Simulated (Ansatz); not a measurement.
Pulling on the Be1–H2 bond and 1 like it together in BeH2 (SMILES [BeH2]) (multiplicity 1 held, fragments rigid). Energies count from the point at 1.330 Å.
Geometry at that point (charge 0, multiplicity 1):
```xyz
3

Be     0.00000     0.00000     0.00000
H      0.00000     0.00000    -1.33009
H      0.00000     0.00000     1.33009
```

Signs of static correlation in cc-pVDZ, with CASSCF(4,4), from Ansatz (a first-principles code) runs.

| R (Å) | T1 of restricted CCSD | ⟨S²⟩ of UHF | largest double amplitude of restricted CCSD | weight of the CASSCF reference in MRCISD | CASSCF natural occupations |
|---|---|---|---|---|---|
| 1.064 | 0.004 | 0.000 | 0.035 | 0.972 | 1.99 1.99 0.02 0.01 |
| 1.197 | 0.005 | 0.000 | 0.035 | 0.973 | 1.99 1.98 0.02 0.01 |
| 1.330 | 0.006 | 0.000 | 0.036 | 0.973 | 1.98 1.98 0.02 0.01 |
| 1.463 | 0.008 | 0.000 | 0.047 | 0.975 | 1.98 1.97 0.03 0.02 |
| 1.596 | 0.010 | 0.000 | 0.066 | 0.976 | 1.97 1.96 0.04 0.02 |
| 1.796 | 0.015 | 0.000 | 0.101 | 0.978 | 1.96 1.94 0.07 0.04 |
| 1.995 | 0.022 | 0.105 | 0.147 | 0.980 | 1.93 1.90 0.11 0.06 |
| 2.328 | ___ | 0.999 | 0.271 | 0.978 | 1.89 1.78 0.24 0.10 |
| 2.660 | ___ | 1.224 | 0.523 | 0.965 | 1.85 1.51 0.50 0.14 |
| 3.059 | 0.158 | 1.234 | 0.912 | 0.943 | 1.87 1.13 0.87 0.13 |
| 3.591 | 0.196 | 1.175 | 1.124 | 0.939 | 1.89 1.02 0.98 0.10 |
| 4.256 | 0.175 | 1.133 | 1.105 | 0.940 | 1.89 1.00 1.00 0.11 |

What belongs in the gaps?


- 2.328, T1 of restricted CCSD: 0.041
- 2.660, T1 of restricted CCSD: 0.084

Doubts at one or more of the structures used: the program's own flag: passed over end (SC-NEVPT2 on CASSCF(4,4)/cc-pVDZ); a restricted determinant that unrestricted orbitals would lower (R-CCSD(T)/cc-pVDZ); other coupled-cluster roots lie near (R-CCSD(T)/cc-pVDZ); T1 above 0.05 (R-CCSD(T)/cc-pVDZ, U-CCSD(T)/cc-pVDZ); a spin-contaminated determinant (U-CCSD(T)/cc-pVDZ); the program's own flag: large difference (U-CCSD(T)/cc-pVDZ).
